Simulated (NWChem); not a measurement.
CCl$_{2}$F, doublet; SMILES F[C](Cl)Cl

All runs: NWChem. Spin-unrestricted. Medium grid unless said otherwise, to which SCAN and Minnesota functionals are sensitive. In the optimisation the excess spin sits in a' (Cs, its own frame). Structure relaxed at the B3LYP/6-31G* (spherical d), spin-unrestricted level. No stability test was run on the SCF state.

### Question
Order these by “lowest empty minus highest occupied level, either spin (eV)”, lowest first: B3PW91/def2-SVP; r2SCAN0/def2-SVP; SCAN/def2-SVP; LRC-wPBEh/def2-SVP; BLYP/def2-SVP.

### Answer
BLYP/def2-SVP (1.72), SCAN/def2-SVP (2.93), B3PW91/def2-SVP (4.06), r2SCAN0/def2-SVP (5.49), LRC-wPBEh/def2-SVP (8.26)
